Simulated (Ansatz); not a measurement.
```xyz
6

F    -1.742   -0.428    0.011
Si   -0.354    0.325   -0.190
S     0.896    0.115    1.496
I     0.639   -0.603   -2.198
H    -0.624    1.764   -0.361
H     1.184   -1.173    1.243
```

Total charge 0; spin multiplicity 1. I takes the def2 core potential.

Problem. List the r2SCAN/def2-TZVPP orbital energies in eV (Ansatz 0.2.0). (Best estimate.)

Solution. The calculation gave: Occupied: -2409.71, -1793.49, -666.61, -214.17, -184.84, -158.24, -158.16, -158.05, -143.70, -130.92, -130.71, -130.70, -98.60, -98.57, -98.52, -50.70, -50.63, -50.62, -50.45, -50.45, -31.75, -19.77, -18.45, -14.25, -12.16, -11.58, -11.47, -10.63, -9.23, -8.73, -7.62, -7.26, -6.95. Lowest empty: -1.57, -0.41, -0.18, 0.30, 0.92, 2.72, 3.59, 3.94.
